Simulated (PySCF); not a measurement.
Compound: CH6N2O2Si2.
Cartesian coordinates in Å at the GFN2-xTB level; atoms count from 1:
```xyz
13
CH6N2O2Si2 angstrom
O      2.731    1.199   -0.885
C      1.823    0.431   -0.678
O      1.865   -0.835   -1.097
Si     0.214    0.871    0.254
N     -1.249    0.357   -0.525
Si    -1.778   -0.730    0.731
N     -0.264   -0.273    1.467
H      2.698   -1.020   -1.567
H      0.271    2.270    0.665
H     -1.677    0.634   -1.388
H     -2.942   -0.239    1.461
H     -1.854   -2.129    0.327
H      0.157   -0.535    2.338
```

Vertical excitations from PySCF (density fitting, frozen core in the response, grid level 2 and gas phase unless stated; continuum runs use non-equilibrium linear response for the excitations) on a GFN2-xTB geometry. Reference run:

| settings | S1, eV (f) | S2, eV (f) | S3, eV (f) | S4, eV (f) | S5, eV (f) | S6, eV (f) | T1, eV (Tamm–Dancoff) | mean α (au) |
| --- | --- | --- | --- | --- | --- | --- | --- | --- |
| CAM-B3LYP/def2-SVPD, full TDDFT, 8 singlets | 4.62 (0.001) | 5.17 (0.021) | 5.77 (0.001) | 6.68 (0.004) | 6.76 (0.000) | 6.95 (0.047) | 4.02 | 79.5 |

Question: What do these settings give: HF/def2-SVPD, grid level 1, TDHF, 6 singlets?

Answer: 
| settings | S1, eV (f) | S2, eV (f) | S3, eV (f) | S4, eV (f) | S5, eV (f) | S6, eV (f) | T1, eV (Tamm–Dancoff) | mean α (au) |
| --- | --- | --- | --- | --- | --- | --- | --- | --- |
| HF/def2-SVPD, grid level 1, TDHF, 6 singlets | 5.36 (0.002) | 6.99 (0.042) | 7.23 (0.001) | 8.22 (0.002) | 8.42 (0.042) | 8.48 (0.001) | 4.61 | 72.0 |

S1 moves by +0.74 eV (HF has 100 % exact exchange, CAM-B3LYP range-separated exact exchange). States are counted by energy in each run and needn't keep their character from row to row.

Question: Which orbital pairs make up S1 in each run, and how does it sit against the orbital gap?

Answer: 
| settings | S1 configurations (weight) | S1 (eV) | orbital gap (eV) | S1 − gap (eV) |
| --- | --- | --- | --- | --- |
| CAM-B3LYP/def2-SVPD, full TDDFT, 8 singlets | H−1→L 0.68, H−2→L 0.15 | 4.62 | 8.47 | -3.85 |
| HF/def2-SVPD, grid level 1, TDHF, 6 singlets | H−1→L 0.21, H−2→L 0.17, H−2→L+4 0.17 | 5.36 | 12.74 | -7.38 |

One conformer stands for the species.
